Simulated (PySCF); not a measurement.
A structure optimised at PBE-D3(BJ)/def2-SVP, used in a PySCF frequency run:

```
C
H 1 1.1126
H 1 1.1151 2 105.79
N 1 1.4758 2 108.75 3 122.49
H 4 1.0261 1 112.28 2 -172.89
Si 4 1.7608 5 114.82 1 -143.47
H 6 1.5030 4 107.62 5 -161.60
H 6 1.5031 7 111.01 4 -116.67
H 6 1.5128 7 107.61 8 -118.72
Si 1 1.9094 2 104.93 3 -120.78
O 10 1.6751 1 103.95 2 -107.36
H 11 0.9875 10 105.36 1 10.96
O 10 1.6804 11 114.63 12 -102.85
H 13 0.9729 10 115.24 11 -72.72
H 10 1.5023 11 107.72 12 135.34
```

**Question.** Write its SMILES and formula.

**Answer.** O[SiH](O)CN[SiH3], CH₉NO₂Si₂

**Question.** What are its rotational constants (standard atomic weights)?

**Answer.** 4.7273, 1.0159, 0.93768 GHz
